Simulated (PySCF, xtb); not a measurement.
Sn(H)2(SiH3)2 (H₈Si₂Sn), SMILES [SiH3][SnH2][SiH3].

GFN2-xTB (xtb) at its own geometry gives an orbital gap of 3.74 eV and a dipole moment of 2.28 D.

The structure is a stationary point at PBE0-D3(BJ)/def2-SVP. The structure was generated by enumeration; whether it is a known compound was not checked. The def2 effective core potentials stand for the cores of Sn; spin–orbit coupling is left out.

Question: What does HF/def2-TZVP in PySCF give? (The exact figures need the calculation; the answer reports its results.)

Answer: gap 12.31 eV (levels -9.86 and 2.45 eV), dipole 0.17 D.
